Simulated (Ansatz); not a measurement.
Gas-phase electronic energies from Ansatz, PBE0-D4/def2-TZVP geometries. CCSD(T)/CBS adds triple-zeta CCSD(T) − MP2 to the extrapolated MP2 energy (def2 sets, frozen cores). This one scheme is used for every species. Functionals use def2-TZVPP. B3LYP here is the variant with VWN-RPA as its local correlation; programs differ in this. Elements past krypton have def2 core potentials. For Se, Sn outer-core shells are correlated without core-valence functions, which leaves a few kJ/mol of doubt a bond. Scalar relativity is left out up to krypton. Each species was taken in one conformer, which may not be the lowest.

Reaction (ligand exchange at the Sn–N bond): `O=C[NH][SnH2][OH]` + H₂Se → `[OH][SnH2][SeH]` + `NC=O`

CCSD(T)/CBS gives -0.50 eV.

(1) Another level gave -0.43 eV. Which?
A. ωB97X-V/def2-TZVPP
B. CCSD(T)/def2-TZVPP
C. B3LYP/def2-TZVPP
D. B2PLYP/def2-TZVPP

Largest T1 diagnostic among the species: 0.016.

Answers

(1) B. CCSD(T)/def2-TZVPP -0.43, B2PLYP -0.56, B3LYP -0.63, ωB97X-V -0.51 eV.

In def2-TZVPP, CCSD(T) changes the Hartree–Fock value by +0.20 eV (the triples alone add +0.03 eV) and MP2 by +0.15 eV. The D4 term adds +0.06 eV with B3LYP and +0.03 eV with PBE0; it sums over pairs of atoms, weighted by their polarisabilities, and B3LYP, whose exchange is more repulsive, gets the larger term.
